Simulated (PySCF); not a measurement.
F2H2HfS2, SMILES [Hf]([SH])([SH])([F])[F], multiplicity 1. Heavy atoms are numbered as in [Hf:1]([F:2])([F:3])([SH:4])[SH:6]. Hydrogens are named by the atom that carries them.

The structure is a stationary point at B3LYP-D3(BJ)/def2-SVP. The geometry has at least one imaginary mode, so it is a saddle point at that level. The spin state was assumed, not searched. The def2 effective core potentials stand for the cores of Hf; spin–orbit coupling is left out. The values are those of a single conformer.

Method: PySCF with PBE/def2-TZVP.

ESP charges are fitted to the potential on shells at 1.4 to 2.0 van der Waals radii. Atomic charges (e), one atom of each kind:

```csv
atom,Mulliken,ESP fit
Hf1,1.24,0.95
F2,-0.36,-0.32
S4 (SH),-0.44,-0.34
H on S4,0.18,0.19
```
